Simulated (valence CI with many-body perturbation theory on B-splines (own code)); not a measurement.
**Valence orbitals of Lu56+**

Calculated by valence CI with perturbative core correlation (CI+MBPT): five valence electrons over a frozen Dirac-Fock core [Ne], radial functions for each j: 9 s, 9 p, 8 d, 6 f, 3 g, 1 h, with the one-electron correlation potential Σ1, the two-electron term Σ2, the three-electron term Σ3, Breit, model QED; selected CI, second order for the rest (own B-spline code, finite nucleus).

The last digits are not significant, and no measured levels were compared; by estimate large intervals hold to a few tenths of a per cent, small ones and those within an open d or f shell to about a per cent. Among the levels kept, up to 560 cm⁻¹ of a level comes from second order outside the variational space, and about a tenth of that is noise between levels of different J, which matters for small intervals.

These are the spectroscopic orbitals of the CI (the correlating ones are not listed), shaped by the core and the other valence electrons. h is the expectation value of the core's Dirac-Fock operator, without the valence repulsion; Σ1 is computed up to l = 3 at one energy for each symmetry, that of its lowest orbital but kept below the first core excitation, so for empty shells it is not the orbital's own correlation shift; Breit and QED include the response of the core.

| Orbital | h (hartree) | Σ1 (cm⁻¹) | Breit (cm⁻¹) | QED (cm⁻¹) | ⟨r⟩ (bohr) |
| --- | --- | --- | --- | --- | --- |
| 3s1/2 | -237.39 | -7188 | 40190 | 33496 | 0.1957 |
| 4s1/2 | -129.07 | -2405 | 15471 | 13331 | 0.3639 |
| 5s1/2 | -80.89 | -1100 | 7352 | 6496 | 0.5862 |
| 6s1/2 | -55.387 | -600 | 4105 | 3652 | 0.8603 |
| 3p1/2 | -231.85 | -9388 | 67403 | 1756 | 0.1843 |
| 4p1/2 | -126.76 | -3084 | 26058 | 717 | 0.3554 |
| 5p1/2 | -79.727 | -1417 | 12543 | 357 | 0.5798 |
| 6p1/2 | -54.723 | -775 | 7039 | 203 | 0.8563 |
| 3p3/2 | -220.43 | -7993 | 37269 | 4659 | 0.1952 |
| 4p3/2 | -122.09 | -2738 | 14479 | 1878 | 0.3700 |
| 5p3/2 | -77.382 | -1280 | 7701 | 933 | 0.5982 |
| 6p3/2 | -53.383 | -708 | 4347 | 531 | 0.8783 |
| 3d3/2 | -213.83 | -10018 | 30942 | -921 | 0.1672 |
| 4d3/2 | -119.54 | -2809 | 11134 | -289 | 0.3458 |
| 5d3/2 | -76.13 | -1252 | 5283 | -130 | 0.5769 |
| 3d5/2 | -211.17 | -8831 | 14839 | 497 | 0.1705 |
| 4d5/2 | -118.4 | -2466 | 5272 | 281 | 0.3499 |
| 5d5/2 | -75.545 | -1100 | 2573 | 156 | 0.5819 |
| 4f5/2 | -117.02 | -2373 | 1097 | -174 | 0.3055 |
| 5f5/2 | -74.853 | -1155 | 748 | -91.8 | 0.5398 |
| 4f7/2 | -116.53 | -2246 | 324 | 84.6 | 0.3075 |
| 5f7/2 | -74.601 | -1087 | 219 | 40.2 | 0.5421 |
| 5g7/2 | -74.435 |  | 23.9 | -41.9 | 0.4776 |
| 5g9/2 | -74.288 |  | 4.8 | 31.7 | 0.4790 |

Among the shells of the start configuration 3s2 3p3, Σ1 is largest in size for 3p1/2, where it is 0.018 % of h.

Lowest root of each symmetry, sizes in configuration state functions:

```json
{"J": "1/2", "Parity": "even", "Roots": "6", "Reference": "44", "Variational": "39998", "Second order": "221009", "Change by selected CI (cm⁻¹)": "-18276", "Change by second order (cm⁻¹)": "-19"}
{"J": "3/2", "Parity": "even", "Roots": "9", "Reference": "71", "Variational": "39996", "Second order": "367874", "Change by selected CI (cm⁻¹)": "-23217", "Change by second order (cm⁻¹)": "-104"}
{"J": "5/2", "Parity": "even", "Roots": "9", "Reference": "74", "Variational": "39997", "Second order": "515444", "Change by selected CI (cm⁻¹)": "-23757", "Change by second order (cm⁻¹)": "-207"}
{"J": "7/2", "Parity": "even", "Roots": "5", "Reference": "54", "Variational": "39996", "Second order": "435786", "Change by selected CI (cm⁻¹)": "-23936", "Change by second order (cm⁻¹)": "-215"}
{"J": "9/2", "Parity": "even", "Roots": "2", "Reference": "34", "Variational": "38682", "Second order": "331245", "Change by selected CI (cm⁻¹)": "-24381", "Change by second order (cm⁻¹)": "-38"}
{"J": "1/2", "Parity": "odd", "Roots": "7", "Reference": "67", "Variational": "39998", "Second order": "256102", "Change by selected CI (cm⁻¹)": "-18565", "Change by second order (cm⁻¹)": "-39"}
{"J": "3/2", "Parity": "odd", "Roots": "10", "Reference": "110", "Variational": "39983", "Second order": "619427", "Change by selected CI (cm⁻¹)": "-17730", "Change by second order (cm⁻¹)": "-96"}
{"J": "5/2", "Parity": "odd", "Roots": "8", "Reference": "114", "Variational": "39993", "Second order": "632985", "Change by selected CI (cm⁻¹)": "-17838", "Change by second order (cm⁻¹)": "-310"}
{"J": "7/2", "Parity": "odd", "Roots": "5", "Reference": "93", "Variational": "39997", "Second order": "710763", "Change by selected CI (cm⁻¹)": "-19664", "Change by second order (cm⁻¹)": "-322"}
{"J": "9/2", "Parity": "odd", "Roots": "3", "Reference": "57", "Variational": "39999", "Second order": "634646", "Change by selected CI (cm⁻¹)": "-19059", "Change by second order (cm⁻¹)": "-151"}
```
